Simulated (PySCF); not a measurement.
## IF₄: breathing scan

All numbers come from UPBE0/[I def2-SVP with ECP28, F def2-SVP], scalar-relativistic core potentials, density fitting, no spin–orbit coupling, PySCF.

Rigid scan from the doublet minimum (I–F 1.953 Å (×4); F–I–F 88.9° (×4), F–I–F 163.7° (×2)). Coordinate: all bonds to the central atom scaled together. Energies in kJ/mol from the minimum.

Predict the curve at 0.88, 0.92, 0.96, 1.00, 1.04, 1.08, 1.14, 1.22, 1.35.


```json
{"scale of all bonds to the centre": "0.88", "E (kJ/mol)": "402.4", "dipole size (D)": "0.64", "⟨S²⟩": "0.75"}
{"scale of all bonds to the centre": "0.92", "E (kJ/mol)": "155.7", "dipole size (D)": "0.90", "⟨S²⟩": "0.75"}
{"scale of all bonds to the centre": "0.96", "E (kJ/mol)": "33.9", "dipole size (D)": "1.13", "⟨S²⟩": "0.75"}
{"scale of all bonds to the centre": "1.00", "E (kJ/mol)": "0.0", "dipole size (D)": "1.32", "⟨S²⟩": "0.75"}
{"scale of all bonds to the centre": "1.04", "E (kJ/mol)": "25.9", "dipole size (D)": "1.47", "⟨S²⟩": "0.76"}
{"scale of all bonds to the centre": "1.08", "E (kJ/mol)": "90.9", "dipole size (D)": "1.58", "⟨S²⟩": "0.76"}
{"scale of all bonds to the centre": "1.14", "E (kJ/mol)": "228.9", "dipole size (D)": "1.69", "⟨S²⟩": "0.78"}
{"scale of all bonds to the centre": "1.22", "E (kJ/mol)": "436.8", "dipole size (D)": "1.73", "⟨S²⟩": "0.87"}
{"scale of all bonds to the centre": "1.35", "E (kJ/mol)": "716.6", "dipole size (D)": "1.64", "⟨S²⟩": "1.53"}
```

Spin contamination is strong at 1.35, so these points are less reliable.

Spin–orbit coupling, left out here, can matter for elements this heavy.
